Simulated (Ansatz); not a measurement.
Basis-set extrapolation for `FC1N[SiH2]S1` (PBE0-D4/def2-TZVP geometry, frozen core, Ansatz). Multiplicity 1, RHF reference.

```csv
,def2-TZVPP,def2-QZVPP
HF,-880.682260,-880.711275
MP2 correlation,-0.908361,-0.983498
CCSD(T) correlation,-0.983910,not run
```

Energies in hartree. Use E(X) = E(∞) + A·exp(−7.88·√X) for Hartree–Fock and E(X) = E(∞) + B·X^(−2.97) for correlation, with X = 3 and 4, and add CCSD(T) minus MP2 of the smaller set to the MP2 limit.

Q: What is the CCSD(T) energy at the basis-set limit?

A: HF limit: -880.711275 + (-0.029015) × 0.13774 = -880.71527. MP2 limit: -0.983498 + (-0.075137) × 0.74074 = -1.03915. Higher-order term: -0.983910 − (-0.908361) = -0.07555. Total: -881.82997 hartree, 430.1 kJ/mol below CCSD(T)/def2-TZVPP.
